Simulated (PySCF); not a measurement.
Working out the electron affinity of As

As⁻ [Ar] 3d10 4s2 4p4 (3P) → As [Ar] 3d10 4s2 4p3 (4S). All numbers are calculated (PySCF 2.14, the spin-free X2C one-electron Hamiltonian (Gaussian nucleus), in aug-cc-pVDZ-DK). Frozen: [Ar] 3d10. Energies in hartree (1 hartree = 27.21139 eV):

```
             part   As⁻ (lower)    As (upper)
              UHF  -2258.905399  -2258.917865
MP2 opposite-spin     -0.058492     -0.040638
    MP2 same-spin     -0.019803     -0.015871
```

What does Hartree-Fock give?

(-2258.917865) − (-2258.905399) = -0.012466 hartree = -0.339 eV.

What do MP2 and SCS-MP2 (6/5 opposite-spin, 1/3 same-spin) give?

The opposite-spin parts differ by 0.486 eV and the same-spin parts by 0.107 eV. MP2: -0.339 + (0.486) + (0.107) = 0.254 eV. SCS-MP2: -0.339 + 1.2 × (0.486) + (0.107)/3 = 0.280 eV.

A first-order spin-orbit estimate adds 0.064 eV to MP2 (valence), giving 0.318 eV against 0.804 eV (measured; photodetachment measurements, as compiled on the Wikipedia data page of electron affinities).

A double-zeta basis recovers only part of the correlation energy.

What remains against the reference includes basis incompleteness, the frozen core and correlation beyond second order.
